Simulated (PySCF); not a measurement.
PBE0 on Hf⁻ (hafnium, charge -1), [Xe] 4f14 5d3 6s2, high-spin 4F determinant. All numbers are calculated (PySCF 2.14, scalar relativity through the core potential, in aug-cc-pwCVDZ-PP with ECP60MDF).

```
cycle= 1 E= -48.4180603385851  delta_E= -0.0117  |g|= 0.0289  |ddm|= 0.927
cycle= 2 E= -48.4189311827703  delta_E= -0.000871  |g|= 0.0517  |ddm|= 0.377
cycle= 3 E= -48.4214552541703  delta_E= -0.00252  |g|= 0.00917  |ddm|= 0.238
cycle= 4 E= -48.4218583967138  delta_E= -0.000403  |g|= 0.0036  |ddm|= 0.176
cycle= 5 E= -48.4218781709924  delta_E= -1.98e-05  |g|= 0.000804  |ddm|= 0.0128
cycle= 6 E= -48.4218796263111  delta_E= -1.46e-06  |g|= 3.59e-05  |ddm|= 0.00529
cycle= 7 E= -48.4218796303424  delta_E= -4.03e-09  |g|= 5.16e-06  |ddm|= 0.000628
cycle= 8 E= -48.4218796303891  delta_E= -4.67e-11  |g|= 9.07e-07  |ddm|= 4.86e-05
converged SCF energy = -48.4218796303891  <S^2> = 3.7680613  2S+1 = 4.0090205
```

Highest occupied orbital energy: 1.302 eV; ⟨L²⟩ = 12.00; populations by l: s 4.00, p 6.00, d 3.00, f 0.00.

Question: Can this result be used?

Answer: With care. The run converged. Energies and moments cover only the electrons outside the core potential. Spin-orbit coupling, absent here, splits the open shell strongly. The configuration of this anion was assumed by filling the next shell in order. It is not the known or likely ground configuration (Ca⁻, Sr⁻ and Ba⁻, for instance, bind a p electron), so these values are not the electron affinity of the element. At PBE0 the highest occupied level has a positive energy, so only the finite basis holds that electron.
